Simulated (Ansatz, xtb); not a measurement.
C6H5ClO2: 5 structures ranked

5 gas-phase structures of C6H5ClO2, from a drawn sample of its isomers (lower ones may exist). Each was relaxed with GFN2-xTB; where two conformers were screened, the lower at r2SCAN-D4/def2-SVP is listed:

A. `O=C/C=C1/CC(Cl)=C1O`, a singlet
B. `O=C1C(Cl)=C[C@@H]1/C=C/O`, a singlet
C. `O=CC[C@@H]1C=C(Cl)C1=O`, a singlet
D. `O=C/C=C1\CC(Cl)=C1O`, a singlet
E. `O=C1C(Cl)=C[C@@H]1/C=C\O`, a singlet

**Question.** Make a reasoned guess at their ranking by r2SCAN-D4/def2-SVP single-point energy.

**Answer.** Calculated order at r2SCAN-D4/def2-SVP: A (0.000), C (0.255), D (0.440), E (0.517), B (0.648) eV.

Energies above the lowest of each column, in eV; the last columns are at B3LYP/def2-SVP geometries:

| structure | GFN2-xTB | HF/STO-3G | r2SCAN-D4/def2-SVP | B3LYP/def2-SVP | CCSD(T)/def2-SVP + ΔMP2/def2-TZVPP |
| --- | --- | --- | --- | --- | --- |
| A | 0.000 | 0.405 | 0.000 | 0.000 | 0.039 |
| C | 0.337 | 0.000 | 0.255 | 0.182 | 0.000 |
| D | 0.269 | 0.592 | 0.440 | 0.416 | 0.323 |
| E | 0.372 | 0.676 | 0.517 | 0.453 | 0.276 |
| B | 0.396 | 0.652 | 0.648 | 0.584 | 0.383 |

CCSD(T)/def2-SVP + ΔMP2/def2-TZVPP has A and C within 1 kcal/mol of each other at the bottom, and every level picks one of them. CCSD(T)/def2-SVP + ΔMP2/def2-TZVPP orders those it was run on as C (0.000), A (0.039), E (0.276), D (0.323), B (0.383) eV. Less than 1 kcal/mol parts C and A, so the order within that pair means little. Flexible structures stand in one conformer each, not always the lowest. The ΔMP2 step shifts differences by up to 0.152 eV, which makes them less sure. ΔMP2 is the change of the MP2 energy from the smaller to the larger basis.

Over these structures GFN2-xTB departs from r2SCAN-D4/def2-SVP by 0.111 eV on average once a common shift is removed. A GFN2-xTB relaxation took about 0.34 s and the r2SCAN-D4/def2-SVP energy about 6.6 s on a shared host (Ansatz 0.2.0, xtb 6.7.1).
